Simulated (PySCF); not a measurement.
# Mayer bond orders and bond lengths

C4H7Cl3Si2.
Numbering: `[CH3:1][C:2]#[C:3][Si@H:4]([SiH2:5][Cl:6])[CH:7]([Cl:8])[Cl:9]` (hydrogens: H10, H11, H12 on C1; H13 on Si4; H14, H15 on Si5; H16 on C7)

Structure used (GFN2-xTB), in Å, numbered top down from 1:
```
atom  x, y, z in Å
C1     3.4027   -0.7864    0.4821
C2     2.0312   -0.5099    0.1293
C3     0.8831   -0.2881   -0.1701
Si4   -0.8775    0.0721   -0.5787
Si5   -1.5256    2.1771    0.1601
Cl6   -3.4619    2.5752   -0.2459
C7    -1.8365   -1.3078    0.3925
Cl8   -1.6492   -1.0583    2.1427
Cl9   -3.5632   -1.2533   -0.0348
H10    3.4747   -1.7694    0.9464
H11    4.0277   -0.7683   -0.4103
H12    3.7641   -0.0363    1.1847
H13   -1.1087   -0.2875   -1.9875
H14   -1.3378    2.3799    1.5965
H15   -0.7337    3.1917   -0.5407
H16   -1.4967   -2.3219    0.1897
```

Bond orders from the PBE0/pcSseg-1 density (PySCF). Geometry: GFN2-xTB, one conformer, isolated molecule.

Where do the orders between heavy atoms depart from those drawn in the SMILES?

The largest departure is 0.440, at C2–C3 (drawn triple, 2.560). Drawn single, order above 1.12: C1–C2 (1.187). Drawn single, order below 0.88: Si4–C7 (0.741). Drawn double or triple, more than 0.30 short of the drawn order: C2–C3 (2.560).

Set the Mayer orders of the bonds between heavy atoms beside their lengths.

| bond | drawn as | length (Å) | Mayer order |
| --- | --- | --- | --- |
| C1–C2 | single | 1.443 | 1.187 |
| C2–C3 | triple | 1.207 | 2.560 |
| C3–Si4 | single | 1.843 | 0.970 |
| Si4–Si5 | single | 2.323 | 0.891 |
| Si5–Cl6 | single | 2.018 | 0.975 |
| Si4–C7 | single | 1.941 | 0.741 |
| C7–Cl8 | single | 1.778 | 0.982 |
| C7–Cl9 | single | 1.780 | 0.987 |

Bonds between the same two heavy elements. C–C: lowest C1–C2 (1.187, 1.443 Å), highest C2–C3 (2.560, 1.207 Å). C–Si: lowest Si4–C7 (0.741, 1.941 Å), highest C3–Si4 (0.970, 1.843 Å). C–Cl: all 2 within 0.02 of one another (0.982 to 0.987).

And the bonds to hydrogen?

C–H: 0.92 (4 bonds); H–Si: 0.92 to 0.94 (3 bonds).

Sum the orders of all bonds at each heavy atom with more than one neighbour and set the sums beside the valence in the SMILES.

C1 3.945 (drawn 4), C2 3.747 (drawn 4), C3 3.530 (drawn 4), Si4 3.540 (drawn 4), Si5 3.709 (drawn 4), C7 3.629 (drawn 4). Orders between atoms that aren't bonded are not in these sums.

The Mayer order sums products of elements of PS (density times overlap matrix) between the two atoms' basis functions, so it depends on the basis set.

The run behind these numbers computed NMR shieldings as well. The run took 51 s wall on one thread, Arm Neoverse V1 (aarch64), shared host with 64 logical CPUs at a one-minute load of 22, and the process peaked at 1.1 GiB of memory.
